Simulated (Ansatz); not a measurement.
Frontier orbitals of CH3AlBClO, SMILES `[AlH2][C]1(Cl)BO1`.

```xyz
8

Al    0.644   -0.311    1.399
C    -0.047    0.432   -0.274
Cl    0.439    2.106   -0.637
B    -0.663   -0.299   -1.456
O    -1.510    0.197   -0.565
H     1.879    0.379    2.100
H    -0.051   -1.633    1.922
H    -0.692   -0.870   -2.490
```

Total charge 0; spin multiplicity 1. Geometry: relaxed with PBE0-D4/def2-TZVP. Basis def2-TZVPP, the Gaussian-basis code of Ansatz.

```json
{"functional": "PBE", "HOMO (eV)": "-6.27", "LUMO (eV)": "-2.77", "gap (eV)": "3.50"}
{"functional": "BLYP", "HOMO (eV)": "-6.14", "LUMO (eV)": "-2.66", "gap (eV)": "3.48"}
{"functional": "PBE0", "HOMO (eV)": "-7.55", "LUMO (eV)": "-1.97", "gap (eV)": "5.58"}
{"functional": "B3LYP", "HOMO (eV)": "-7.34", "LUMO (eV)": "-2.20", "gap (eV)": "5.14"}
{"functional": "r2SCANh", "HOMO (eV)": "-6.98", "LUMO (eV)": "-2.20", "gap (eV)": "4.78"}
{"functional": "r2SCAN0", "HOMO (eV)": "-7.71", "LUMO (eV)": "-1.80", "gap (eV)": "5.91"}
{"functional": "HSE06 (plane-wave form)", "HOMO (eV)": "-7.15", "LUMO (eV)": "-2.34", "gap (eV)": "4.81"}
{"functional": "BHLYP", "HOMO (eV)": "-8.75", "LUMO (eV)": "-1.20", "gap (eV)": "7.55"}
{"functional": "LC-ωPBE", "HOMO (eV)": "-10.30", "LUMO (eV)": "0.08", "gap (eV)": "10.38"}
{"functional": "ωB97M-V", "HOMO (eV)": "-9.78", "LUMO (eV)": "-0.33", "gap (eV)": "9.45"}
{"functional": "HF", "HOMO (eV)": "-10.59", "LUMO (eV)": "0.77", "gap (eV)": "11.36"}
```

Against PBE, PBE0 changes HOMO and LUMO by −1.28 and +0.80 eV, ωB97M-V by −3.51 and +2.44 eV. A gap of 3.50 eV thus becomes 9.45 eV for the same molecule, so an orbital gap means little without its functional.

B3LYP here is the variant with VWN-RPA as its local correlation; programs differ in this. LC-ωPBE has ω = 0.4 bohr⁻¹.
